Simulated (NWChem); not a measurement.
System: SiH3SO2F; SMILES O[Si](S)(O)F

The following NWChem deck was run.

```
start job
memory heap 200 mb stack 900 mb global 1100 mb
geometry units angstroms noautoz
  O     -1.282747    -0.962844     0.798038
  Si     0.055017    -0.336675     0.075310
  O      1.379671    -0.905157     0.854487
  F      0.093696    -0.794045    -1.469660
  S      0.000620     1.789646     0.148453
  H     -2.130510    -0.817078     0.354424
  H      1.386712    -1.857695     1.032112
  H      0.944201     1.983394    -0.798294
end
basis spherical
  O library def2-tzvp
  Si library def2-tzvp
  F library def2-tzvp
  S library def2-tzvp
  H library def2-tzvp
end
dft
  xc pw6b95
  iterations 150
  semidirect filesize 400000000
  mulliken
end
task dft energy
```

Parts of the log:

```
             Northwest Computational Chemistry Package (NWChem) 7.3.0
             --------------------------------------------------------

 C1  symmetry detected

                             Geometry "geometry" -> ""
                             -------------------------

 Output coordinates in angstroms (scale by  1.889725989 to convert to a.u.)

  No.       Tag          Charge          X              Y              Z
 ---- ---------------- ---------- -------------- -------------- --------------
    1 O                    8.0000     1.08495785     0.95360643    -1.08280263
    2 Si                  14.0000     0.00968771     0.35627970     0.00854095
    3 O                    8.0000     0.40345311     0.92993792     1.49207115
    4 F                    9.0000    -1.47723523     0.83797761    -0.38470574
    5 S                   16.0000     0.05566292    -1.77144890    -0.00585410
    6 H                    1.0000     0.88988838     0.80363072    -2.01885733
    7 H                    1.0000     0.58982375     1.87962275     1.53996238
    8 H                    1.0000    -1.11811746    -1.93814008     0.64119068

 Effective nuclear repulsion energy (a.u.)     318.5204577741

                                 NWChem DFT Module
                                 -----------------

 Summary of "ao basis" -> "ao basis" (spherical)
 ------------------------------------------------------------------------------
       Tag                 Description            Shells   Functions and Types
 ---------------- ------------------------------  ------  ---------------------
 O                         def2-tzvp                11       31   5s3p2d1f
 Si                        def2-tzvp                13       37   5s5p2d1f
 F                         def2-tzvp                11       31   5s3p2d1f
 S                         def2-tzvp                13       37   5s5p2d1f
 H                         def2-tzvp                 4        6   3s1p

            General Information
            -------------------
          SCF calculation type: DFT
          Wavefunction type:  closed shell.
          No. of atoms     :     8
          No. of electrons :    58
           Alpha electrons :    29
            Beta electrons :    29
          Charge           :     0
          Spin multiplicity:     1
          Use of symmetry is: off; symmetry adaption is: off
          Maximum number of iterations: 150
          AO basis - number of functions:   185
                     number of shells:    71
          Convergence on energy requested:  1.00D-06
          Convergence on density requested:  1.00D-05
          Convergence on gradient requested:  5.00D-04

              XC Information
              --------------
                       PW6B95 Method XC Functional
                     Hartree-Fock (Exact) Exchange  0.280
                    PW6B95 GGA Exchange Functional  0.720
                      PW6B95 Correlation Potential  1.000

             Grid Information
             ----------------
          Grid used for XC integration:  medium
          Radial quadrature: Mura-Knowles
          Angular quadrature: Lebedev.
          Tag              B.-S. Rad. Rad. Pts. Rad. Cut. Ang. Pts.
          ---              ---------- --------- --------- ---------
          O                   0.60       49          11.0       434
          Si                  1.10       88           9.0       590
          F                   0.50       49          10.0       434
          S                   1.00       88          11.0       590
          H                   0.35       45          12.0       434
          Grid pruning is: on
          Number of quadrature shells:   458
          Spatial weights used:  Erf1

      Superposition of Atomic Density Guess
      -------------------------------------

 Sum of atomic energies:        -936.80103230

      Non-variational initial energy
      ------------------------------

 Total energy =    -938.164882
 1-e energy   =   -1931.104423
 2-e energy   =     674.419084
 HOMO         =      -0.339608
 LUMO         =       0.020851

------------------------------------------------------------
EAF file 0: "./job.aoints.0" size=472907776 bytes
------------------------------------------------------------
               write      read    awrite     aread      wait
               -----      ----    ------     -----      ----
     calls:      902         0         0         0         0
   data(b): 4.73e+08  0.00e+00  0.00e+00  0.00e+00
   time(s): 0.00e+00  0.00e+00  0.00e+00  0.00e+00  0.00e+00
rate(mb/s): 0.00e+00  0.00e+00
------------------------------------------------------------

     ---------------------------------------------
      Total Density - Mulliken Population Analysis
     ---------------------------------------------

    Atom       Charge   Shell Charges
 -----------   ------   -------------------------------------------------------
    1 O    8     8.83   0.79  1.18  0.59  0.95  0.24  2.01  2.20  0.85  0.00  0.01  0.00
    2 Si  14    12.56   2.00  0.58  1.39  0.68  0.21  4.10  1.74  0.45  0.67  0.15  0.24  0.22  0.11
    3 O    8     8.83   0.79  1.18  0.59  0.95  0.24  2.01  2.20  0.85  0.00  0.01  0.00
    4 F    9     9.51   0.77  1.20  0.61  1.01  0.31  2.37  2.36  0.88  0.00  0.01  0.00
    5 S   16    16.47   2.01  0.49  1.48  1.07  0.78  4.18  1.69  0.91  2.49  1.33  0.01  0.03  0.00
    6 H    1     0.54   0.19  0.25  0.06  0.04
    7 H    1     0.54   0.19  0.25  0.06  0.04
    8 H    1     0.73   0.19  0.39  0.13  0.02

   convergence    iter        energy       DeltaE   RMS-Dens  Diis-err
 ---------------- ----- ----------------- --------- --------- ---------
 d= 0,ls=0.0,diis     1   -940.8585790008 -1.26D+03  5.21D-03  1.50D+00
 d= 0,ls=0.0,diis     2   -940.8378074000  2.08D-02  2.87D-03  1.71D+00
 d= 0,ls=0.0,diis     3   -940.9742378211 -1.36D-01  5.20D-04  8.30D-02
 d= 0,ls=0.0,diis     4   -940.9801682009 -5.93D-03  1.81D-04  2.91D-03
 d= 0,ls=0.0,diis     5   -940.9804604916 -2.92D-04  4.91D-05  3.72D-04
  Resetting Diis
 d= 0,ls=0.0,diis     6   -940.9804960406 -3.55D-05  1.15D-05  2.29D-05
 d= 0,ls=0.0,diis     7   -940.9804977529 -1.71D-06  8.23D-06  2.38D-06
 d= 0,ls=0.0,diis     8   -940.9804975608  1.92D-07  4.52D-06  4.76D-06

         Total DFT energy =     -940.980497560763
      One electron energy =    -1935.700241996092
           Coulomb energy =      752.698186581225
    Exchange-Corr. energy =      -76.498899919946
 Nuclear repulsion energy =      318.520457774050

 Numeric. integr. density =       58.000006708241

                       DFT Final Molecular Orbital Analysis
                       ------------------------------------

 Vector   27  Occ=2.000000D+00  E=-3.711784D-01
              MO Center=  4.3D-01,  8.6D-01,  7.5D-01, r^2= 2.3D+00
   Bfn.  Coefficient  Atom+Function         Bfn.  Coefficient  Atom+Function
  ----- ------------  ---------------      ----- ------------  ---------------
    74      0.378551  3 O  px                77      0.319785  3 O  px
    80      0.231071  3 O  px                 6     -0.171584  1 O  px
     9     -0.140519  1 O  px               107      0.136771  4 F  pz
     7      0.128899  1 O  py               110      0.110303  4 F  pz
    10      0.109741  1 O  py                12     -0.099499  1 O  px

 Vector   28  Occ=2.000000D+00  E=-3.553465D-01
              MO Center=  1.6D-01, -1.0D+00, -1.7D-01, r^2= 3.2D+00
   Bfn.  Coefficient  Atom+Function         Bfn.  Coefficient  Atom+Function
  ----- ------------  ---------------      ----- ------------  ---------------
   146      0.382910  5 S  py               149      0.228894  5 S  py
     7      0.197496  1 O  py               143      0.172727  5 S  py
    10      0.167865  1 O  py               134     -0.163527  5 S  s
   137     -0.144273  5 S  py                47     -0.143538  2 Si py
    35      0.129322  2 Si s                 13      0.119164  1 O  py

 Vector   29  Occ=2.000000D+00  E=-2.913020D-01
              MO Center=  2.6D-02, -1.6D+00,  1.0D-02, r^2= 1.8D+00
   Bfn.  Coefficient  Atom+Function         Bfn.  Coefficient  Atom+Function
  ----- ------------  ---------------      ----- ------------  ---------------
   147      0.443134  5 S  pz               150      0.304416  5 S  pz
   145      0.251765  5 S  px               144      0.205100  5 S  pz
   148      0.173092  5 S  px               138     -0.165245  5 S  pz
   142      0.116736  5 S  px               136     -0.093960  5 S  px
   141     -0.078143  5 S  pz               106     -0.054367  4 F  py

 Vector   30  Occ=0.000000D+00  E= 4.461640D-03
              MO Center=  1.4D-01, -8.3D-02, -3.7D-01, r^2= 7.4D+00
   Bfn.  Coefficient  Atom+Function         Bfn.  Coefficient  Atom+Function
  ----- ------------  ---------------      ----- ------------  ---------------
   182      0.891041  8 H  s                170      0.763744  6 H  s
     5     -0.620487  1 O  s                135     -0.597549  5 S  s
    36      0.498688  2 Si s                176      0.480315  7 H  s
    73     -0.425965  3 O  s                148      0.426586  5 S  px
   150     -0.242291  5 S  pz               104     -0.207971  4 F  s

 Vector   31  Occ=0.000000D+00  E= 1.760405D-02
              MO Center= -3.7D-02, -2.9D-01,  5.5D-01, r^2= 6.2D+00
   Bfn.  Coefficient  Atom+Function         Bfn.  Coefficient  Atom+Function
  ----- ------------  ---------------      ----- ------------  ---------------
   182     -0.787249  8 H  s                176      0.770027  7 H  s
    36      0.646809  2 Si s                 73     -0.621433  3 O  s
   149     -0.440296  5 S  py               148     -0.394677  5 S  px
   135      0.317166  5 S  s                 35      0.284338  2 Si s
   181     -0.223737  8 H  s                150      0.219534  5 S  pz

[...]
```

Level: PW6B95/def2-TZVP. Structure relaxed at the B3LYP/6-31G* (spherical d) level.
